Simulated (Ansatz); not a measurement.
How basis sets differ on CH5GaN2 (SMILES [H]/N=[C](/N)[GaH2])

CH5GaN2 has 9 atoms, charge 0, and is taken as a singlet. As SMILES, `[H]/N=[C](/N)[GaH2]`. The shape is that of a PBE0-D4/def2-TZVP optimisation. This is one conformer, not always the lowest.

Quantity: the HOMO–LUMO gap, in eV. The values are calculated.

```csv
level,kind,program,value (eV),CPU time
HF/STO-3G,Hartree–Fock,Ansatz,11.04,1.5 s
HF/3-21G,Hartree–Fock,Ansatz,10.01,1.6 s
HF/def2-SVP,Hartree–Fock,Ansatz,10.42,5.9 s
HF/cc-pVTZ,Hartree–Fock,Ansatz,10.44,40 s
```

All-electron rows without a relativistic Hamiltonian named are non-relativistic. The values span 10.01 to 11.04 eV. A Hartree–Fock LUMO above zero doesn't converge with the basis: it sinks as sets grow more diffuse. Orbital gaps aren't excitation energies. Times are those of the runs behind each value, whatever else they computed, on shared processors of several kinds: orders of magnitude only.
